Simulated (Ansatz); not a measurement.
Input file for C$_{3}$H$_{6}$BCl:

```yaml
crystal:
  periodic: [false, false, false]
  atoms:
    - {symbol: B, position_ang: [-0.824547, 0.287365, -0.816585]}
    - {symbol: C, position_ang: [0.100046, 0.159539, 1.352351]}
    - {symbol: Cl, position_ang: [-0.470906, -0.509775, 2.819678]}
    - {symbol: C, position_ang: [0.446229, -0.594673, 0.292288]}
    - {symbol: C, position_ang: [0.714848, 0.018350, -1.032706]}
    - {symbol: H, position_ang: [-1.165481, 1.394425, -0.521331]}
    - {symbol: H, position_ang: [-1.645147, -0.554707, -1.028128]}
    - {symbol: H, position_ang: [0.223893, 1.233668, 1.382209]}
    - {symbol: H, position_ang: [0.303097, -1.667357, 0.356213]}
    - {symbol: H, position_ang: [1.358724, 0.893123, -1.015491]}
    - {symbol: H, position_ang: [1.024543, -0.717059, -1.767898]}
basis:
  gaussian: {orbitals: def2-TZVPP}
correlation: {method: ccsd_t}
```

```sh
$ ansatz run in.yaml --threads 4 --pin off --events-out ev --progress --plain --max-ram 10444MiB
```

The program prints (abridged):

```
Functional definition: HF
1467 factors; integrals over basis functions are off by at most 1.0e-3 eV
mean field evaluation 1: about -16358.3092 eV, gradient 3.3e1 eV
mean field evaluation 2: about -16358.5739 eV, gradient 3.3e1 eV
mean field evaluation 4: about -16361.8272 eV, gradient 4.5e0 eV
mean field evaluation 8: about -16361.9073 eV, gradient 3.5e-1 eV
mean field evaluation 16: about -16361.9085 eV, gradient 1.2e-6 eV
mean field -16361.90845946 eV, -601.2890453851 hartree, gradient 1.2e-6 eV, S^2 0.000000; 0 other end points of the search recorded, 0 dependent functions left out
9 core orbitals not correlated: weight in the atoms' cores, before any rotation towards them, 1.000 or more for the frozen orbitals, at most 0.000 for the correlated occupied ones
reference -16361.90845946 eV, -601.2890453851 hartree; 14, 14 occupied and 227, 227 virtual orbitals, 1467 factors
second order -21.76008897 eV of doubles, -0.00000000 eV of singles
cycle   1  -22.37117128 eV  change   -6.1e-1 eV  update   1.0e-1
cycle   2  -22.92944302 eV  change   -5.6e-1 eV  update   3.0e-2
cycle   3  -23.04111542 eV  change   -1.1e-1 eV  update   1.4e-2
cycle   4  -23.03415913 eV  change    7.0e-3 eV  update   3.5e-3
cycle   5  -23.03412866 eV  change    3.0e-5 eV  update   1.7e-3
cycle   6  -23.03422485 eV  change   -9.6e-5 eV  update   5.0e-4
cycle   7  -23.03402639 eV  change    2.0e-4 eV  update   2.2e-4
cycle   8  -23.03400738 eV  change    1.9e-5 eV  update   7.9e-5
cycle   9  -23.03401018 eV  change   -2.8e-6 eV  update   2.6e-5
perturbative correction -1.07043199 eV, -0.0393376500 hartree
Total energy: -16386.01290163 eV, -602.1748672963 hartree
```

It took 35 s on 4 threads of an Intel Xeon 6975P-C on a shared host, with 5.8 GiB of host memory at the peak.

MP2 recovers 90.3 % of the CCSD(T) correlation energy and the triples give 4.4 %; T1 = 0.0107.
